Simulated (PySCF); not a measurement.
A side-by-side comparison of computed properties.

First species: C6H6ClP.
Z-matrix (Å and degrees, GFN2-xTB geometry), rows numbered from 1:
```
C 
C   1  1.5020
C   2  1.3824  1  118.56
C   3  1.3852  2  123.81  1   179.96
Cl  4  1.7340  3  118.15  2  -179.96
C   4  1.3864  3  123.62  2     0.03
C   6  1.3769  4  122.17  3     0.00
P   7  1.7337  6  126.06  4    -0.02
H   1  1.0897  2  110.50  3    59.58
H   1  1.0897  2  110.49  3   -59.57
H   1  1.0880  2  110.76  3  -179.99
H   3  1.0824  2  118.23  1    -0.00
H   6  1.0810  4  118.46  3  -179.96
H   7  1.0830  6  117.84  4   180.00
```

Second species: C4H2F3OP.
Z-matrix (Å and degrees, GFN2-xTB geometry), rows numbered from 1:
```
F 
C   1  1.3441
F   2  1.3405  1  106.84
F   2  1.3441  1  106.04  3  -113.64
C   2  1.4863  1  113.33  3   121.55
O   5  1.3476  2  117.16  1    60.17
C   6  1.3273  5  110.39  2  -179.98
C   7  1.3575  6  115.70  5    -0.08
P   5  1.7167  2  126.56  1  -119.92
H   7  1.0757  6  115.51  5   179.90
H   8  1.0734  7  123.97  6   179.94
```

Levels: B3LYP/def2-SVPD for dipole moment, HOMO energy, LUMO energy, HOMO–LUMO gap, static isotropic polarisability and electronic spatial extent ⟨r²⟩ about the centre of nuclear charge; TDDFT B3LYP/def2-SVPD for lowest singlet excitation; TDA B3LYP/def2-SVPD for lowest triplet excitation (Tamm–Dancoff); GFN2-xTB for rotational constant A and rotational constant C. Geometries: GFN2-xTB. Each species is one conformer at its optimised geometry, gas phase, non-relativistic unless stated; the electronic structure was computed with PySCF and density fitting.

Dipoles, sizes and rotational constants follow the conformer. The torsions of the flexible species, by atom-mapped SMILES:
- `[F:1][C:2]([F:3])([F:4])[c:5]1[o:6][cH:7][cH:8][p:9]1`: F1–C2–C5–O6 60°

Question: Which of the two has the higher S1 energy, and by how much?

Answer: The second: 5.20 eV against 4.53 eV, a difference of 0.67 eV.

Question: Which of the two has the higher HOMO energy, and by how much?

Answer: The first: -6.75 eV against -7.47 eV, a difference of 0.72 eV.

Question: Which of the two has the higher ⟨r²⟩, and by how much?

Answer: The first: 1452 bohr² against 1211 bohr², a difference of 241 bohr².

Question: Which of the two has the higher dipole moment, and by how much?

Answer: The second: 3.56 D against 0.57 D, a difference of 2.99 D.

Question: Which has the higher T1 energy?

Answer: The second: 3.20 eV against 3.11 eV, a difference of 0.09 eV.

Question: Which of the two has the higher HOMO–LUMO gap, and by how much?

Answer: The second: 5.40 eV against 4.96 eV, a difference of 0.44 eV.

Question: Which has the higher rotational constant C?

Answer: The second: 0.905 GHz against 0.731 GHz, a difference of 0.174 GHz.

Question: Which of the two has the higher LUMO energy, and by how much?

Answer: The first: -1.79 eV against -2.07 eV, a difference of 0.28 eV.

On the first: The vertical singlet–triplet gap S1 − T1 is 1.42 eV (TDDFT singlet less Tamm–Dancoff triplet; S1: HOMO→LUMO+1, weight 0.56, beside HOMO−1→LUMO, weight 0.30; T1: HOMO→LUMO, weight 0.93). The 8 singlets span 4.53 to 6.27 eV, and their oscillator strengths add up to 0.91.

On the second: The polarisability is 10.92 Å³ as a volume (1 au = 0.148185 Å³), or 0.97 au for each of the 76 electrons. In wavenumbers S1 is 42000 cm⁻¹ (1 eV = 8065.54 cm⁻¹).
